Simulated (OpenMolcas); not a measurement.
An OpenMolcas run meant for Ar⁶⁺ (ANO-R3, X2C; inactive shells 1s 2s 2p; intended active space 2 electrons in 8 orbitals (3s 3p 4s 4p)). One step of its input:

```
&RASSCF
FileOrb=start.orb
Symmetry=1
Spin=3
nActEl=2 0 0
Inactive=2 3
Ras2=2 6
CIRoot=19 19 1
SDav=16
CIMx=300
Iter=74 100
PrWF=0.3
OrbListing=Nothing
MaxOrb=0
Atom
CIOnly
>>> COPY $Project.JobIph JOB001
```

Lines from the output:

```
...
      Number of secondary orbitals              51
      Spin quantum number                      1.0
      State symmetry                             1
Orbital specifications:
      -----------------------

      Symmetry species                           1   2
                                                ag  au
      Frozen orbitals                            0   0
      Inactive orbitals                          2   3
      Active orbitals                            2   6
      RAS1 orbitals                              0   0
      RAS2 orbitals                              2   6
      RAS3 orbitals                              0   0
      Secondary orbitals                        31  20
      Deleted orbitals                           0   0
      Number of basis functions                 35  29
      Number of CSFs                            16
      Number of root(s) required                19
 ************ ERROR ***********
  You can't ask for more roots
  than there are configurations
 ******************************
--- Stop Module: rasscf at  /rc=_RC_INPUT_ERROR_ ---
.####################.
.# User input error #.
.####################.
```

Q: What is wrong with the input?

A: CIRoot asks for more roots than the active space has configuration state functions.
